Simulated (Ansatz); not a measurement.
```yaml
crystal:
  periodic: [false, false, false]
  atoms:
    - {symbol: B, position_ang: [-0.724392, 0.664599, -1.571017]}
    - {symbol: Sb, position_ang: [0.736932, 0.985117, 0.037749]}
    - {symbol: C, position_ang: [0.637033, -0.937049, 1.020956]}
    - {symbol: H, position_ang: [-0.758695, -0.380416, -2.150455]}
    - {symbol: H, position_ang: [-1.387942, 1.575738, -1.965760]}
    - {symbol: H, position_ang: [-0.317255, 1.829499, 1.077225]}
    - {symbol: H, position_ang: [-0.383754, -1.179188, 1.307447]}
    - {symbol: H, position_ang: [1.275831, -0.917499, 1.902532]}
    - {symbol: H, position_ang: [1.010741, -1.687099, 0.324222]}
basis:
  gaussian: {orbitals: def2-TZVP}
magnetization: {spin_polarized: true, initial_magnetization: 2}
hamiltonian: {xc: {name: B2PLYP}}
output: {forces: true}
```

```sh
$ ansatz run in.yaml --threads 2 --pin off --events-out ev --progress --plain --max-ram 4352MiB
```

Output, abridged:

```
Functional definition: B2PLYP
1154 factors; integrals over basis functions are off by at most 1.2e-3 eV
mean field evaluation 1: about -8326.3604 eV, gradient 3.3e1 eV
mean field evaluation 2: about -8326.4370 eV, gradient 3.3e1 eV
mean field evaluation 4: about -8332.1823 eV, gradient 3.2e0 eV
mean field evaluation 8: about -8332.2724 eV, gradient 2.9e-1 eV
mean field evaluation 16: about -8332.2779 eV, gradient 5.7e-3 eV
mean field -8332.27792120 eV, -306.2055657834 hartree, gradient 6.9e-6 eV, S^2 2.014410; 2 other end points of the search recorded, 0 dependent functions left out
6 core orbitals not correlated: weight in the atoms' cores, before any rotation towards them, 1.000 or more for the frozen orbitals, at most 0.000 for the correlated occupied ones
reference -8332.27809431 eV, -306.2055721449 hartree; 15, 13 occupied and 127, 129 virtual orbitals, 1154 factors
second order -20.01575748 eV of doubles, -0.00000000 eV of singles
Total energy: -8337.68234883 eV, -306.4041748354 hartree
Atom 0 at    -0.724392     0.664599    -1.571017 Å, force    -1.014809    -0.127025    -1.848516 eV/Å
Atom 1 at     0.736932     0.985117     0.037749 Å, force    -0.590306    -0.408773     0.210379 eV/Å
Atom 2 at     0.637033    -0.937049     1.020956 Å, force     0.552109    -0.000514     0.136106 eV/Å
Atom 3 at    -0.758695    -0.380416    -2.150455 Å, force     0.581394    -0.186072     0.541590 eV/Å
Atom 4 at    -1.387942     1.575738    -1.965760 Å, force     0.327637     0.341642     0.607124 eV/Å
Atom 5 at    -0.317255     1.829499     1.077225 Å, force     0.291978     0.210566     0.339763 eV/Å
Atom 6 at    -0.383754    -1.179188     1.307447 Å, force    -0.092881     0.214006    -0.079594 eV/Å
Atom 7 at     1.275831    -0.917499     1.902532 Å, force    -0.032454    -0.115849     0.080042 eV/Å
Atom 8 at     1.010741    -1.687099     0.324222 Å, force    -0.022669     0.072019     0.013107 eV/Å
Dipole moment:     0.563928    -0.034577     0.608976 e Å
```

It took 11 s on 2 threads of an Intel Xeon 6975P-C on a shared host, with 0.83 GiB of host memory at the peak.
